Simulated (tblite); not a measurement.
C7H6FN2 (doublet state).
Structure used (GFN2-xTB), in Å, numbered top down from 1:
```
atom  x, y, z in Å
C1     1.3114    0.8825   -2.0481
C2     1.0945    0.9069   -0.7760
C3     0.5486    0.1416    0.3259
C4     1.5006    0.0890    1.4122
N5     2.2456    0.0137    2.2746
C6    -0.8511    0.5764    0.7683
N7    -1.1956    1.6573    1.2728
C8    -1.4724   -0.7454    0.3719
C9    -0.0822   -1.2901    0.0344
F10    0.0560   -1.7321   -1.2463
H11    1.7699    1.7168   -2.5581
H12    1.0638    0.0375   -2.6933
H13   -2.1791    1.7601    1.5091
H14   -2.0121   -1.2701    1.1585
H15   -2.1086   -0.6612   -0.5098
H16    0.3030   -2.0740    0.6924
```

Level: GFN2-xTB in tblite, geometry and Hessian alike; calculated harmonic values, unscaled, isolated species. Against measured fundamentals such values can be off by several per cent, at times by over 20. One conformer, not necessarily the lowest. Open shells enter through the occupations alone, without spin polarisation, and single modes of such species can be off by tens of per cent.

Harmonic wavenumbers (cm⁻¹): 37.2, 47.8, 105.9, 128.8, 156.8, 197.5, 285.0, 319.9, 394.9, 423.1, 464.7, 500.0, 531.3, 572.5, 586.8, 713.3, 796.7, 856.4, 877.7, 904.9, 948.4, 966.5, 996.2, 1062.4, 1077.2, 1091.0, 1145.4, 1173.4, 1203.3, 1217.1, 1294.6, 1358.7, 1407.8, 1806.7, 1823.0, 2402.1, 2881.1, 2949.8, 2998.4, 3008.1, 3051.7, 3344.8.

A = 1495, B = 1305, C = 1127 MHz; mass 137.052 u (most abundant isotopes); point group C1, symmetry number 1; spin multiplicity 2.

Task: Zero-point energy?

Result: Half the sum of the wavenumbers: 24054 cm⁻¹ = 287.75 kJ/mol.

Task: Give the ideal-gas entropy at 350 K and 1 bar in the rigid-rotor, harmonic-oscillator model (classical rotation).

Result: Translation 173.55, rotation 124.89, vibration 150.36, spin (R ln 2) 5.76: S = 454.6 J/(mol K).

Task: And Cp and H(350 K) − H(0)?

Result: Cp = 178.80 J/(mol K), of which vibrations give 145.54 (their classical limit is 42 R = 349.2); H(350 K) − H(0) = 38.20 kJ/mol without the zero-point energy, 26.56 from vibrations.

Task: Blend soft modes into free rotors: weight 1/[1 + (100 cm⁻¹/ν̃)⁴] for the oscillator and the rest for a rotor with moment μB/(μ + B), μ = h/(8π²ν), B = 10⁻⁴⁴ kg m². What vibrational entropy results?

Result: 135.38 J/(mol K) in place of 150.36, which changes −T·S at 350 K by +5.24 kJ/mol.

Task: What must be added to the electronic energy to get the Gibbs energy at 350 K and 1 bar?

Result: ZPE + [H(350 K) − H(0)] − T·S = 287.75 + 38.20 − 159.10 = 166.85 kJ/mol.

Task: How do the functions run with temperature in this model?

Result: 
| T (K) | S (J/(mol K)) | Cp (J/(mol K)) | H − H(0) (kJ/mol) | G − H(0) (kJ/mol) | ln q(vib) |
| --- | --- | --- | --- | --- | --- |
| 50 | 257.3 | 58.0 | 2.22 | -10.64 | 0.80 |
| 100 | 304.4 | 79.7 | 5.68 | -24.76 | 2.20 |
| 298.15 | 427.5 | 159.6 | 29.42 | -98.02 | 7.60 |
| 373.15 | 466.3 | 186.8 | 42.43 | -131.56 | 9.56 |
| 500 | 526.4 | 224.4 | 68.63 | -194.59 | 12.79 |
| 750 | 627.5 | 273.4 | 131.39 | -339.27 | 18.77 |
| 1000 | 710.7 | 303.9 | 203.82 | -506.87 | 24.18 |

q(vib) and H(0) count from the zero-point level.

Task: Which modes carry the vibrational entropy at 350 K?

Result: 37.2 cm⁻¹: 23.94; 47.8 cm⁻¹: 21.86; 105.9 cm⁻¹: 15.29; 128.8 cm⁻¹: 13.70; 156.8 cm⁻¹: 12.11; 197.5 cm⁻¹: 10.27 J/(mol K); the other 36 give 53.20 together.

Hindered rotation and anharmonicity are outside this model. Other conformers, if any are populated, would add a mixing term that is left out. The structure is chiral; the term R ln 2 for an equal mix with its mirror image is left out.

On one thread of an AMD EPYC 9R45, shared host with 96 logical CPUs at a one-minute load of 49, this took 0.38 s of wall time. The figure is for the frequency step alone.
